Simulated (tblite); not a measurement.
C5H5FN2.
Atom-mapped SMILES: `[F:1][CH2:2][c:3]1[cH:4][cH:5][n:6][n:7][cH:8]1` (hydrogens: H9, H10 on C2; H11 on C4; H12 on C5; H13 on C8)

Computed with GFN2-xTB (tblite), gas phase: L-BFGS steps from a force-field or distance-geometry start until the largest atomic force falls under 0.01 eV/Å.

Geometry at step 2:
```
atom  x, y, z in Å
F1      2.3935   -1.0242    0.2420
C2      1.8225    0.1408   -0.1945
C3      0.3268    0.1297   -0.0784
C4     -0.3764   -0.9537    0.4137
C5     -1.7669   -0.8485    0.4790
N6     -2.4055    0.2333    0.0755
N7     -1.7476    1.2552   -0.3911
C8     -0.4344    1.2429   -0.4743
H9      2.1273    0.2713   -1.2386
H10     2.2384    0.9485    0.4156
H11     0.1314   -1.8496    0.7440
H12    -2.3611   -1.6800    0.8603
H13     0.0477    2.1349   -0.8708
```

Q: What forces act on the atoms?

A: 
```csv
atom,Fx (eV/Å),Fy (eV/Å),Fz (eV/Å)
F1,-0.084,-0.014,0.016
C2,-0.061,0.039,-0.014
C3,0.006,0.029,-0.038
C4,0.005,-0.134,0.097
C5,0.087,-0.037,-0.048
N6,0.005,-0.064,0.038
N7,0.011,0.019,0.012
C8,0.098,-0.194,0.047
H9,0.019,0.030,-0.036
H10,0.078,0.065,0.019
H11,0.001,0.058,-0.035
H12,0.046,0.378,-0.143
H13,-0.211,-0.174,0.085
```

The largest, 0.41 eV/Å, acts on H12; the rms over all components is 0.098 eV/Å. The forces sum to zero within rounding, as they must for an isolated molecule in no field.

Q: Give the force on H12 in Eh/bohr and in nN.

A: 0.407 eV/Å ÷ 51.422 = 0.00791 Eh/bohr, and 0.407 eV/Å × 1.602 = 0.65 nN.

Q: How far is this geometry from the end of the optimisation?

A: 0.014 eV above it, and 0.015 Å rms away after alignment. The bonds farthest from their final lengths, with half the difference of the two atoms' forces along the bond (positive lengthens):

| bond | now (Å) | final (Å) | force along bond (eV/Å) |
| --- | --- | --- | --- |
| C5–H12 | 1.091 | 1.080 | -0.16 |
| C8–H13 | 1.089 | 1.082 | -0.07 |
| C3–C8 | 1.405 | 1.401 | -0.13 |
| C2–H10 | 1.094 | 1.097 | +0.05 |
| N6–N7 | 1.302 | 1.299 | +0.04 |
| C4–H11 | 1.081 | 1.079 | -0.10 |

The angle farthest from its final value is N6–C5–H12, 117.9° against 115.6°.

What follows is the cost of the whole relaxation. The run took under 0.1 s wall on Arm Neoverse N1, one thread, no GPU, shared host with 64 logical CPUs at a one-minute load of 15.
